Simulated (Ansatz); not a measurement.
System: C$_{3}$HO, charge -1, multiplicity 1. It need not be the lowest isomer of its formula. Whether it binds its extra electron was not tested at this geometry. 
Geometry from a B3LYP-D3(BJ)/def2-TZVP (Ansatz, a program for electronic structure) optimisation:
```xyz
5

O      1.4624    -0.2716     0.0599
C      0.2414    -0.0791     0.0093
C     -1.1136    -0.6052    -0.0602
C     -0.8503     0.7589    -0.0241
H     -1.3644     1.7246    -0.0296
```
Charge -1, spin multiplicity 1.

Basis-set convergence of Hartree-Fock and CCSD(T) correlation energies (hartree) with Ansatz. Cores are frozen in the correlated levels unless marked. No spin-orbit coupling. No relativistic terms. This anion needs diffuse functions, which these sets lack.

```json
[
 {"basis": "cc-pVDZ", "functions": "-", "E(HF)": "-188.94154", "E(corr, CCSD(T))": "-0.58845"},
 {"basis": "cc-pVTZ", "functions": "134", "E(HF)": "(withheld)", "E(corr, CCSD(T))": "(withheld)"}
]
```

Some entries are withheld; supply them.


- cc-pVTZ, E(HF): -188.99992
- cc-pVTZ, E(corr, CCSD(T)): -0.72554
